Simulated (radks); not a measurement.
Results of a calculation; reference values are marked as such.
Gd II, configuration [Xe] 4f7 5d1 6s1.

Level of theory: scalar-relativistic Kohn-Sham, Slater X-alpha with alpha = 0.569, spin-unpolarised, spherical densities, point nucleus (a radial shooting solver on a logarithmic mesh with Libxc functionals).

Energy parts (hartree):
total: -11222.5815
kinetic: 12053.9724
electron-nucleus: -27407.4027
Hartree: 4330.2613
exchange: -199.4125

Orbitals (lengths in bohr, moments of r in powers of bohr; r(90%) holds 90 % of the orbital's charge):
orbital  occ.  eigenvalue (hartree)      <r>  r(90%)   <1/r>      <r^2>
1s          2             -1836.396  0.02193  0.0397   71.56  0.0006565
2s          2             -302.8684  0.09345   0.145   16.59    0.01031
2p          6             -269.5059  0.08251   0.134   15.49   0.008310
3s          2             -67.09905   0.2452   0.359   6.078    0.06867
3p          6             -56.77890   0.2438   0.365   5.716    0.06886
3d         10             -43.12213   0.2219   0.346   5.424    0.05789
4s          2             -13.56545   0.5545   0.797   2.566     0.3472
4p          6             -10.16820   0.5874   0.855   2.357     0.3926
4d         10              -5.47506   0.6393   0.961   2.074     0.4745
4f          7              -0.42238   0.8885    1.53   1.497      1.054
5s          2              -1.95657    1.339    1.93  0.9921      2.020
5p          6              -1.13826    1.576    2.32  0.8314      2.828
5d          1              -0.24529    2.734    4.39  0.4803      9.015
6s          1              -0.29869    3.770    5.50  0.3335      16.02

The highest occupied level is 5d at -6.675 eV. For comparison, the ionisation energy in NIST's Atomic Spectra Database is 12.08 eV (semi-empirical). In exact Kohn-Sham theory the highest level is minus the ionisation energy, but local and semilocal functionals leave it too shallow, through self-interaction and a potential that decays too fast; potentials with the right tail come closer. The density falls to 0.001 e/bohr^3 at r = 4.68 bohr. Summed over all electrons, <r^2> = 62.42 bohr^2, which gives a Langevin (diamagnetic) susceptibility term of -49.4 x 10^-6 cm^3/mol.

Beside tabulated values, note that spin-unpolarised runs miss the spin-polarisation part of the exchange energy of open shells.
